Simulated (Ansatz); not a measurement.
**FeS (charge +1): shapes and states compared**

Calculated in Ansatz's Gaussian-basis code. Basis cc-pwCVTZ-DK on Fe, cc-pVTZ-DK on S, scalar X2C without spin–orbit coupling, 10 orbitals frozen in the corrections; active space CAS(13,10). Restricted Hartree–Fock, then the lowest state-specific CASSCF solution met for each case. On stretched bonds single-reference methods can fail or change state. Solutions in different active orbitals can move differences by tenths of an eV and at times more than 1 eV.

Case A, sextet: bond length 2.0170 Å.

Case B, quartet: the shape of A.

Energy less that of case A, in eV:

```
case  RHF/ROHF  CASSCF
   B    +2.931  +0.288
```

Task: What does SC-NEVPT2 give for these differences?

Result: B: +0.413 eV (9.5 kcal/mol).

Task: Which case is lowest, and do the methods agree?

Result: A is lowest in SC-NEVPT2. Of the methods shown, RHF/ROHF, CASSCF agree.
